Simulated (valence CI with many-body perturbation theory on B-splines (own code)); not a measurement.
# Forbidden lines of Pr19+

Computed by configuration interaction combined with many-body perturbation theory (CI+MBPT): four valence electrons over a frozen Dirac-Fock core [Kr], radial functions for each j: 7 s, 7 p, 8 d, 6 f, 4 g, 1 h, with the one-electron correlation potential Σ1 (screened to all orders), the two-electron term Σ2, the three-electron term Σ3, Breit, model QED; selected single and double excitations, second order for the rest, scaled by the run's own slope (own B-spline code, finite nucleus).

No measured levels were compared; by estimate terms of the open shell hold to 2 to 4 % of their energy, and close levels can change places. The list stops below the first excitations out of the core.

Lines 51 to 100 of 120 in falling wavelength, among levels below 636400 cm⁻¹, chosen from the decays that carry over 1 % of a level's rate. Wavelengths and rates use the calculated energies, so an error of 2000 cm⁻¹ moves a line at 243.8 nm by 4.9 % and its rate by three times that or more. Weak lines are less certain than strong ones. Lines between different terms over intervals too small for the method are left out, as are lines whose strength nearly cancels. Branching is blank where the lifetime is uncertain.

Levels are named by their leading jj configuration (3d3/2^4 stands for four electrons in 3d with j = 3/2), which in mixed levels can hold well under half, so a name can repeat and another be missing. Letters in brackets count levels of one name in rising energy.

| λ vac (nm) | Upper | Lower | Type | A (s⁻¹) | Branch % |
| --- | --- | --- | --- | --- | --- |
| 243.8 | (4d3/2^2 4d5/2^2) J=3 [a] | (4d3/2^2 4d5/2^2) J=2 [a] | M1 | 2.98e+02 | 41.7 |
| 233.4 | (4d3/2^2 4d5/2^2) J=2 [d] | (4d3/2^2 4d5/2^2) J=3 [a] | M1 | 3.23e+01 | 1.5 |
| 231.6 | (4d3/2^2 4d5/2^2) J=2 [b] | (4d3/2^2 4d5/2^2) J=2 [a] | M1 | 4.04e+02 | 32.9 |
| 229.1 | (4d3/2^2 4d5/2^2) J=0 [a] | (4d3/2^3 4d5/2) J=1 | M1 | 2.66e+03 | 100.0 |
| 223.6 | (4d3/2 4d5/2^3) J=6 | (4d3/2^2 4d5/2^2) J=5 | M1 | 5.20e+02 | 55.9 |
| 216.1 | (4d3/2 4d5/2^3) J=3 [b] | (4d3/2^2 4d5/2^2) J=3 [b] | M1 | 4.69e+02 | 28.2 |
| 213.9 | (4d5/2^4) J=4 | (4d3/2 4d5/2^3) J=5 | M1 | 2.92e+02 | 7.3 |
| 213.7 | (4d3/2 4d5/2^3) J=1 [b] | (4d3/2 4d5/2^3) J=1 [a] | M1 | 1.13e+02 | 4.5 |
| 213.2 | (4d3/2 4d5/2^3) J=1 [a] | (4d3/2^2 4d5/2^2) J=2 [b] | M1 | 6.88e+02 | 22.8 |
| 207.8 | (4d3/2 4d5/2^3) J=3 [b] | (4d3/2^2 4d5/2^2) J=2 [c] | M1 | 2.82e+02 | 16.9 |
| 202.0 | (4d3/2^2 4d5/2^2) J=4 [b] | (4d3/2^3 4d5/2) J=4 | M1 | 2.43e+00 | 1.2 |
| 200.1 | (4d3/2^2 4d5/2^2) J=1 | (4d3/2^2 4d5/2^2) J=2 [a] | M1 | 1.37e+03 | 90.2 |
| 197.9 | (4d3/2 4d5/2^3) J=3 [b] | (4d3/2^2 4d5/2^2) J=4 [b] | M1 | 2.13e+02 | 12.8 |
| 197.1 | (4d3/2^2 4d5/2^2) J=2 [f] | (4d3/2^2 4d5/2^2) J=3 [b] | M1 | 1.67e+02 | 10.1 |
| 193.6 | (4d3/2^2 4d5/2^2) J=4 [b] | (4d3/2^3 4d5/2) J=3 | M1 | 3.32e+01 | 16.5 |
| 193.5 | (4d3/2 4d5/2^3) J=3 [c] | (4d3/2^2 4d5/2^2) J=2 [d] | M1 | 2.20e+02 |  |
| 190.1 | (4d3/2^2 4d5/2^2) J=2 [f] | (4d3/2^2 4d5/2^2) J=2 [c] | M1 | 5.01e+01 | 3.0 |
| 188.6 | (4d3/2 4d5/2^3) J=1 [b] | (4d3/2^2 4d5/2^2) J=2 [d] | M1 | 3.36e+02 | 13.5 |
| 188.5 | (4d3/2^2 4d5/2^2) J=4 [c] | (4d3/2^2 4d5/2^2) J=5 | M1 | 6.48e+01 | 7.0 |
| 186.4 | (4d3/2^2 4d5/2^2) J=2 [e] | (4d3/2^2 4d5/2^2) J=1 | M1 | 1.38e+02 | 10.0 |
| 186.0 | (4d3/2^2 4d5/2^2) J=3 [b] | (4d3/2^3 4d5/2) J=4 | M1 | 5.74e+02 | 87.5 |
| 185.2 | (4d5/2^4) J=4 | (4d3/2 4d5/2^3) J=3 [a] | M1 | 9.11e+02 | 22.7 |
| 185.0 | (4d3/2^2 4d5/2^2) J=2 [c] | (4d3/2^3 4d5/2) J=3 | M1 | 1.45e+01 | 6.3 |
| 182.4 | (4d3/2 4d5/2^3) J=5 | (4d3/2^2 4d5/2^2) J=4 [a] | M1 | 8.51e+01 | 9.4 |
| 180.6 | (4d3/2 4d5/2^3) J=3 [c] | (4d3/2 4d5/2^3) J=3 [a] | M1 | 2.53e+01 |  |
| 178.9 | (4d3/2^2 4d5/2^2) J=3 [b] | (4d3/2^3 4d5/2) J=3 | M1 | 2.52e+01 | 3.8 |
| 178.1 | (4d3/2 4d5/2^3) J=0 | (4d3/2^2 4d5/2^2) J=1 | M1 | 2.05e+03 | 93.4 |
| 175.0 | (4d3/2^2 4d5/2^2) J=2 [b] | (4d3/2^3 4d5/2) J=1 | M1 | 8.24e+02 | 67.0 |
| 169.7 | (4d3/2^2 4d5/2^2) J=4 [c] | (4d3/2^2 4d5/2^2) J=3 [a] | M1 | 2.74e+02 | 29.4 |
| 166.1 | (4d3/2 4d5/2^3) J=4 [a] | (4d3/2^3 4d5/2) J=4 | M1 | 9.34e+01 | 5.5 |
| 165.6 | (4d3/2 4d5/2^3) J=1 [a] | (4d3/2^2 4d5/2^2) J=0 [a] | M1 | 1.13e+03 | 37.3 |
| 165.4 | (4d3/2^2 4d5/2^2) J=2 [e] | (4d3/2^2 4d5/2^2) J=2 [b] | M1 | 4.30e+01 | 3.1 |
| 160.4 | (4d3/2 4d5/2^3) J=4 [a] | (4d3/2^3 4d5/2) J=3 | M1 | 3.58e+02 | 21.1 |
| 159.7 | (4d3/2^2 4d5/2^2) J=2 [e] | (4d3/2^2 4d5/2^2) J=3 [a] | M1 | 2.06e+02 | 14.9 |
| 159.1 | (4d3/2^2 4d5/2^2) J=2 [c] | (4d3/2^2 4d5/2^2) J=2 [a] | M1 | 2.71e+01 | 11.8 |
| 158.7 | (4d5/2^4) J=4 | (4d3/2 4d5/2^3) J=4 [a] | M1 | 1.92e+03 | 47.8 |
| 155.3 | (4d3/2 4d5/2^3) J=3 [c] | (4d3/2 4d5/2^3) J=4 [a] | M1 | 1.84e+02 |  |
| 154.5 | (4d3/2^2 4d5/2^2) J=3 [b] | (4d3/2^2 4d5/2^2) J=2 [a] | M1 | 3.95e+01 | 6.0 |
| 152.7 | (4d3/2^2 4d5/2^2) J=2 [f] | (4d3/2^2 4d5/2^2) J=1 | M1 | 3.82e+02 | 23.1 |
| 148.5 | (4d3/2^2 4d5/2^2) J=4 [c] | (4d3/2^2 4d5/2^2) J=4 [a] | M1 | 2.98e+02 | 32.0 |
| 147.5 | (4d3/2 4d5/2^3) J=3 [b] | (4d3/2^2 4d5/2^2) J=2 [b] | M1 | 1.73e+01 | 1.0 |
| 142.9 | (4d3/2 4d5/2^3) J=3 [b] | (4d3/2^2 4d5/2^2) J=3 [a] | M1 | 2.36e+02 | 14.2 |
| 140.1 | (4d3/2 4d5/2^3) J=3 [a] | (4d3/2^3 4d5/2) J=3 | M1 | 2.84e+02 | 12.9 |
| 135.7 | (4d5/2^4) J=4 | (4d3/2^2 4d5/2^2) J=4 [b] | M1 | 1.94e+02 | 4.8 |
| 134.3 | (4d3/2^2 4d5/2^2) J=2 [f] | (4d3/2^2 4d5/2^2) J=3 [a] | M1 | 5.33e+02 | 32.2 |
| 133.2 | (4d3/2^2 4d5/2^2) J=2 [d] | (4d3/2^3 4d5/2) J=3 | M1 | 1.70e+03 | 78.6 |
| 133.2 | (4d3/2 4d5/2^3) J=3 [c] | (4d3/2^2 4d5/2^2) J=4 [b] | M1 | 2.46e+01 |  |
| 130.8 | (4d3/2 4d5/2^3) J=5 | (4d3/2^3 4d5/2) J=4 | M1 | 3.62e+01 | 4.0 |
| 130.2 | (4d3/2^2 4d5/2^2) J=2 [c] | (4d3/2^3 4d5/2) J=1 | M1 | 1.15e+02 | 49.9 |
| 127.6 | (4d3/2 4d5/2^3) J=3 [b] | (4d3/2^2 4d5/2^2) J=4 [a] | M1 | 2.74e+02 | 16.4 |
